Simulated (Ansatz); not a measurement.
Geometry optimisation, RKS PBE0-D4/def2-SVP (Ansatz 0.2.0).

Input file:

```yaml
crystal:
  periodic: [false, false, false]
  atoms:
    - { symbol: Ge, position_ang: [0.031739, -0.239943, 0.103259] }
    - { symbol: F, position_ang: [-0.178836, -0.149224, 1.790014] }
    - { symbol: O, position_ang: [1.702472, -0.277828, -0.377658] }
    - { symbol: H, position_ang: [1.896801, -1.074083, -0.887226] }
    - { symbol: F, position_ang: [-0.820302, 1.109059, -0.539525] }
    - { symbol: O, position_ang: [-0.690622, -1.714973, -0.481308] }
    - { symbol: H, position_ang: [-1.624218, -1.806441, -0.265882] }
    - { symbol: "N", position_ang: [1.401427, 2.289959, 1.284509] }
    - { symbol: H, position_ang: [2.095428, 1.771185, 0.751636] }
    - { symbol: H, position_ang: [0.687156, 2.623358, 0.642053] }
    - { symbol: H, position_ang: [0.953155, 1.640831, 1.954527] }
basis:
  gaussian: { orbitals: def2-SVP }
hamiltonian:
  xc: pbe0
  dispersion: d4
relax:
  f_tol: 0.03
  max_steps: 50
```

Launched with:

```bash
$ ansatz run input.yaml --threads 4 --pin off --max-ram 5120MiB --backend cpu --events-out ev --progress --plain --runs-dir out
```

Task: Where does it end, and by what steps?

Result: The run converged. After 5 steps the energy has fallen by 0.027 eV; H11 moved furthest, 0.14 Å.

```tsv
step	energy less start (eV)	largest force component (eV/Å)	accepted
0	0.0000	0.672	yes
1	-0.0205	0.462	yes
2	-0.0244	0.266	yes
3	-0.0264	0.074	yes
4	-0.0272	0.037	yes
5	-0.0273	0.017	yes
```

```xyz
11
Properties=species:S:1:pos:R:3
Ge 0.029 -0.246 0.125
F -0.203 -0.223 1.830
O 1.703 -0.275 -0.344
H 1.904 -1.067 -0.859
F -0.827 1.120 -0.478
O -0.688 -1.697 -0.526
H -1.627 -1.798 -0.332
N 1.409 2.301 1.232
H 2.076 1.731 0.719
H 0.652 2.569 0.609
H 1.027 1.757 2.000
```

Whether the end is a true minimum wasn't checked by a vibrational analysis.

Time of the run: 13 s on 4 threads of Arm Neoverse V2, with other jobs on the host, peak memory 0.34 GiB.
